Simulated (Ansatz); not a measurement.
# A geometry optimisation of F3HSeSi with PBE0-D4/def2-SVP

The starting geometry of this gas-phase triplet was optimised with GFN2-xTB as a singlet; its bonds are those of `F[Se][SiH](F)F`.

```yaml
atoms:
  - { symbol: F, position_ang: [0.7337, 1.2429, 0.6412] }
  - { symbol: F, position_ang: [3.4546, -2.0817, 1.4252] }
  - { symbol: F, position_ang: [1.7578, -2.1044, -0.3836] }
  - { symbol: Se, position_ang: [1.4343, 0.1189, 1.9146] }
  - { symbol: Si, position_ang: [2.6556, -1.0969, 0.4615] }
  - { symbol: H, position_ang: [3.5582, -0.4385, -0.4451] }
```

Problem. Predict what becomes of its bonds when it is optimised with PBE0-D4/def2-SVP.

Solution. It falls apart into F3HSi + Se. Contacts that open: F1–Se4 (1.84 → 3.57 Å), Se4–Si5 (2.25 → 3.78 Å). Contacts that close: F1–Si5 (3.03 → 1.60 Å).

The energy falls by 2.45 eV over 28 steps:

```tsv
step	E − E(last) (eV)
1	2.453
4	1.858
7	1.326
10	0.787
13	0.152
16	0.010
19	0.008
22	0.004
25	0.000
28	0.000
```

Final geometry (Å):

```xyz
6

F     2.0284    0.7105    0.2039
F     3.5371   -1.0956    1.3215
F     1.4127   -1.8127   -0.0051
Se    0.5748   -0.5350    3.2174
Si    2.6213   -0.7669    0.0523
H     3.4200   -0.8600   -1.1762
```

The end wasn't checked by frequencies. Open shells are spin-unrestricted. The triplet needn't be the ground state. Run with Ansatz 0.2.0, 3.7 min on 2 threads of Arm Neoverse V1, with other jobs on the host.
